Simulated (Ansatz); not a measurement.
C$_{2}$H$_{5}$ClOSSi (`C[SiH](Cl)OC=S`), relaxed with RKS PBE0-D4/def2-TZVP in the Gaussian-basis code of Ansatz from a PBE-D4/def2-SVP geometry. The force threshold is 0.005 eV/Å; the program also tests the step.

Charge 0, multiplicity 1.

Start:

```xyz
11

C    -0.534   -0.555   -1.749
Si    0.025   -0.733    0.014
Cl   -1.572   -1.188    1.270
O     0.670    0.782    0.473
C     0.688    1.387    1.676
S     1.510    2.755    1.990
H    -0.927   -1.518   -2.132
H     0.318   -0.242   -2.386
H    -1.332    0.210   -1.826
H     1.086   -1.767    0.228
H     0.068    0.868    2.443
```

Question: By how much does the energy fall, and how many steps does the optimiser take? (Estimate.)

Answer: The calculation gave: 7.68 kJ/mol, in 18 steps, 3 of them rejected.

Question: Which bonds change most? (An estimate is asked.)

Answer: Ansatz gave: Si2–O4 from 1.710 to 1.667 Å; Si2–Cl3 from 2.082 to 2.051 Å; C5–H11 from 1.114 to 1.093 Å; C5–S6 from 1.627 to 1.607 Å.

Question: Give the relaxed structure. (An estimate is asked.)

Answer: Computed: 
```xyz
11

C    -0.522   -0.557   -1.746
Si   -0.016   -0.680    0.018
Cl   -1.606   -1.158    1.221
O     0.558    0.823    0.456
C     0.706    1.350    1.668
S     1.459    2.739    1.960
H    -0.892   -1.521   -2.104
H     0.331   -0.260   -2.360
H    -1.313    0.186   -1.866
H     1.042   -1.678    0.285
H     0.253    0.757    2.468
```
